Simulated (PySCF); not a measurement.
**Shapes and spin states of H2TcS**

Level of theory: PySCF, PBE0, basis Tc def2-TZVP with ECP28, S def2-TZVP, H def2-TZVP (scalar-relativistic core potentials, no spin–orbit coupling, density fitting).

Relaxations began from a few typed shapes and spin states; open shells are unrestricted. The search is not exhaustive: other isomers or separated fragments can lie lower, and high-lying points may rest on an excited occupation.

Which is the lowest minimum found?
A. doublet (⟨S²⟩ 1.45) C1: Tc–H 1.605 Å, Tc–H 1.608 Å, Tc–S 2.041 Å; H–Tc–H 77.3°, H–Tc–S 96.1°, H–Tc–S 100.2°
B. quartet (⟨S²⟩ 4.23) C2v: Tc–H 1.678 Å (×2), Tc–S 2.179 Å; H–Tc–H 87.9°, H–Tc–S 136.1° (×2)
C. doublet (⟨S²⟩ 1.31) C2v: Tc–H 1.655 Å (×2), Tc–S 2.035 Å; H–Tc–H 131.1°, H–Tc–S 114.5° (×2)
D. quartet Cs: Tc–H 1.631 Å (×2), Tc–S 2.064 Å; H–Tc–H 89.3°, H–Tc–S 103.5° (×2)
E. quartet C2v: Tc–H 1.673 Å (×2), Tc–S 2.062 Å; H–Tc–H 132.4°, H–Tc–S 113.8° (×2)
F. doublet (⟨S²⟩ 1.40) Cs: Tc–H 1.619 Å (×2), Tc–S 2.039 Å; H–Tc–H 101.2°, H–Tc–S 98.9° (×2)
G. quartet Cs: Tc–H 1.637 Å (×2), Tc–S 2.063 Å; H–Tc–H 104.0°, H–Tc–S 104.0° (×2)
H. doublet (⟨S²⟩ 1.21) Cs: Tc–H 1.570 Å, Tc–H 1.663 Å, Tc–S 2.084 Å; H–Tc–H 55.7°, H–Tc–S 78.2°, H–Tc–S 133.9°

G. The others lie at 0.3 (quartet Cs, a saddle point), 17.2 (quartet C2v, a saddle point), 39.3 (doublet Cs), 42.0 (doublet C1), 60.5 (doublet C2v, a saddle point), 92.2 (quartet C2v, a saddle point), 119.4 (doublet Cs, a saddle point) kJ/mol above it.

For the lowest minimum: open d and f shells are described by one determinant, and the ground state may have another occupation or spin.

The electron or spin density has lower symmetry than the nuclear frame for the doublet (⟨S²⟩ 1.31) C2v at 60.5 kJ/mol, quartet (⟨S²⟩ 4.23) C2v at 92.2 kJ/mol.
